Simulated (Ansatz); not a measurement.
Total energies of `COC(C)(OC)OC`.

```csv
atom,x (Å),y (Å),z (Å)
C1,-1.376,1.915,-0.181
O2,-0.055,1.462,-0.412
C3,0.244,0.211,0.098
C4,1.724,-0.010,-0.152
O5,-0.078,0.225,1.451
C6,0.097,-0.980,2.158
O7,-0.564,-0.788,-0.477
C8,-0.400,-0.988,-1.860
H9,-2.112,1.166,-0.484
H10,-1.498,2.811,-0.788
H11,-1.531,2.161,0.871
H12,1.963,0.174,-1.198
H13,2.290,0.692,0.459
H14,2.012,-1.031,0.102
H15,1.154,-1.256,2.236
H16,-0.458,-1.801,1.698
H17,-0.289,-0.803,3.162
H18,-0.424,-0.041,-2.409
H19,-1.235,-1.608,-2.186
H20,0.535,-1.511,-2.090
```

Charge 0, multiplicity 1. Geometry: relaxed with PBE0-D4/def2-TZVP. It is one conformer, not always the lowest. Basis def2-TZVPP, the Gaussian-basis code of Ansatz.

RPA on PBE orbitals: Hartree–Fock energy of these orbitals -420.96760 Eh, correlation -2.53943 Eh (frozen core).

| functional | energy without D4 (Eh) | D4 term (kJ/mol) |
| --- | --- | --- |
| LDA (SPW92) | -420.11140 | – |
| PBE | -423.05640 | -43.2 |
| revPBE | -423.42561 | -144.1 |
| BLYP | -423.41647 | -94.3 |
| B97M-V | -423.51042 | – |
| B3LYP | -423.58093 | -67.6 |
| r2SCANh | -423.31942 | -12.6 |
| r2SCAN0 | -423.28965 | -13.7 |
| BHLYP | -423.33349 | -46.3 |
| CAM-B3LYP | -423.39212 | -36.6 |
| LC-ωPBE | -423.32503 | – |
| ωB97X-V | -423.44833 | – |
| ωB97M-V | -423.40029 | – |
| PBE-QIDH | -423.03530 | – |

Give the same for r2SCAN, PBE0, HSE06 (plane-wave form), B2PLYP. (Best estimate.)

Ansatz gave: 
```
             functional  energy without D4 (Eh)  D4 term (kJ/mol)
                 r2SCAN              -423.34057             -12.1
                   PBE0              -423.08918             -36.6
HSE06 (plane-wave form)              -423.06692             -33.8
                 B2PLYP              -423.23795                 –
```

B3LYP takes the VWN-RPA correlation (the form of Gaussian; ORCA's B3LYP/G). HSE06 is the plane-wave form, built on full-range PBE exchange. The double hybrids freeze the cores in their second-order part.

LC-ωPBE has ω = 0.4 bohr⁻¹.
